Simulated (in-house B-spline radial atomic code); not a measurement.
A run on P- that did not converge. Method: non-relativistic PBE0, spin-polarised, spherical fractional occupations, exact exchange averaged over the configuration, point nucleus; computed with a B-spline radial code for spherical atoms.

Command:
```bash
python run_scf.py task.json out
```
Settings:
```
Z                15
configuration    [Ne] 3s2 3p4
hamiltonian      nr
method           pbe0
spin_polarised   True
exact_exchange   averaged over the configuration
```

First and last ten iterations of the last attempt (damped for 15 steps, keeping 80 % of the old Fock matrix, then DIIS):
```
 iter        energy (Eh)    residual
    1        -339.968442    2.33e-01
    2        -340.515416    9.69e-02
    3        -340.834006    6.41e-02
    4        -341.004621    4.37e-02
    5        -341.092598    2.97e-02
    6        -341.135742    1.96e-02
    7        -341.155677    1.26e-02
    8        -341.164332    7.97e-03
    9        -341.167890    4.98e-03
   10        -341.112410    1.91e-02
  111        -341.122577    1.58e-02
  112        -338.949737    6.57e-02
  113        -338.956337    6.56e-02
  114        -341.122357    1.59e-02
  115        -341.127405    1.43e-02
  116        -341.123279    1.57e-02
  117        -341.124961    1.52e-02
  118        -341.161516    8.87e-03
  119        -341.121813    1.61e-02
  120        -341.120600    1.65e-02
 not converged after 120 iterations
```

The smallest residual met was 1.5e-03; the threshold is about 1e-07. No energy from this run should be used. Cost of the run: 2.5 s on 1 thread of Arm Neoverse V1, with other jobs on the host.
